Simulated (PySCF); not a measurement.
# Working out the ionisation energy of Ar²⁺

Ar²⁺ [Ne] 3s2 3p4 (3P) → Ar³⁺ [Ne] 3s2 3p3 (4S). Computed with PySCF 2.14 in x2c-QZVPPall (9s6p4d2f1g, 70 functions), with scalar relativity by spin-free X2C-1e. Frozen: [Ne]. Energies in hartree (1 hartree = 27.21139 eV):

```json
{"part": "UHF", "Ar²⁺ (lower)": "-527.129486", "Ar³⁺ (upper)": "-525.682087"}
{"part": "CCSD correlation", "Ar²⁺ (lower)": "-0.168733", "Ar³⁺ (upper)": "-0.129717"}
{"part": "(T)", "Ar²⁺ (lower)": "-0.004996", "Ar³⁺ (upper)": "-0.003793"}
```

What does Hartree-Fock give?

(-525.682087) − (-527.129486) = 1.447399 hartree = 39.386 eV.

What do CCSD and CCSD(T) give?

The CCSD correlation energies differ by 0.039016 hartree = 1.062 eV and the triples by 0.001203 hartree = 0.033 eV, so CCSD gives 40.448 eV and CCSD(T) 40.481 eV.

A first-order spin-orbit estimate adds 0.063 eV to CCSD(T) (valence), giving 40.544 eV against 40.735 ± 0.012 eV (semi-empirical (NIST evaluation); NIST Atomic Spectra Database, ionization energies).

What remains against the reference includes basis incompleteness, the frozen core and higher excitations.
